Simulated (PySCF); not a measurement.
A structure optimised at B3LYP-D3(BJ)/def2-SVP, used in a PySCF frequency run:

```xyz
13

C      2.2151     0.3987    -0.4342
C      0.9502    -0.1573     0.0092
O      0.8157    -0.8710     0.9868
O     -0.0738     0.2093    -0.7981
C     -1.3791    -0.2755    -0.4501
C     -2.0304     0.5805     0.6232
H      2.2670     1.0381    -1.3165
H      3.1105     0.1604     0.1403
H     -1.2965    -1.3213    -0.1172
H     -1.9497    -0.2412    -1.3894
H     -1.4688     0.5118     1.5659
H     -2.0738     1.6350     0.3094
H     -3.0588     0.2321     0.8094
```
Charge 0, spin multiplicity 2.

**Question.** Write its SMILES and formula.

**Answer.** [CH2]C(=O)OCC, C₄H₇O₂

**Question.** What are its rotational constants (standard atomic weights)?

**Answer.** 7.6028, 2.4225, 2.1147 GHz
